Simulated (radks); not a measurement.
Nb3+, 38 electrons, occupied as [Kr] 5p2 (not the ground configuration). Method: scalar-relativistic Kohn-Sham, LDA (Slater exchange, Perdew-Wang correlation), spin-unpolarised, spherical densities, finite nucleus; Fermi nuclear charge, rms radius 4.324 fm; computed with a radial shooting solver on a logarithmic mesh with Libxc functionals.

Normalised radial functions P(r) = r R(r), r in bohr:

```
   r/bohr * 3s, o 4p (the largest magnitude, 1.69, reaches the edge; | marks zero, & curves that meet)
 0.002488                             o  *
 0.002874                             o  *
 0.003292                             o   *
 0.003802                             o   *
 0.004391                             o    *
 0.005071                             o    *
  0.00581                             o     *
  0.00671                             o     *
 0.007749                             o      *
  0.00895                             o      *
  0.01025                             o       *
  0.01184                             |o      *
  0.01368                             |o       *
  0.01579                             |o       *
  0.01809                             |o       *
   0.0209                             |o       *
  0.02413                             | o     *
  0.02787                             | o    *
  0.03219                             |  o  *
  0.03688                             |  o*
  0.04259                             | * o
  0.04919                            *|   o
   0.0568                         *   |    o
  0.06508                     *       |    o
  0.07516                  *          |     o
   0.0868                *            |     o
   0.1002              *              |    o
   0.1148              *              |   o
   0.1326                *            |  o
   0.1532                    *        |o
   0.1769                         *  o|
   0.2027                          o  |  *
   0.2341                       o     |         *
   0.2703                     o       |                 *
   0.3122                    o        |                      *
   0.3577                     o       |                         *
   0.4131                      o      |                          *
    0.477                         o   |                        *
   0.5509                             |o                   *
   0.6363                             |    o          *
    0.729                             |         o*
   0.8419                             |      *     o
   0.9722                             |   *           o
    1.123                             | *             o
    1.286                             |*             o
    1.486                             *            o
    1.716                             *         o
    1.982                             *      o
     2.27                             *    o
    2.622                             *  o
    3.028                             *o
    3.497                             *o
    4.006                             &
    4.627                             &
    5.343                             &
    6.171                             &
     7.07                             &
    8.165                             &
     9.43                             &
```

3s: eigenvalue -481.46 eV, 2 radial nodes at r = 0.0461, 0.192 bohr, <r> = 0.444 bohr, 90 % of the charge inside 0.657 bohr. 4p: eigenvalue -74.662 eV, 2 radial nodes at r = 0.165, 0.542 bohr, <r> = 1.24 bohr, 90 % of the charge inside 1.82 bohr.
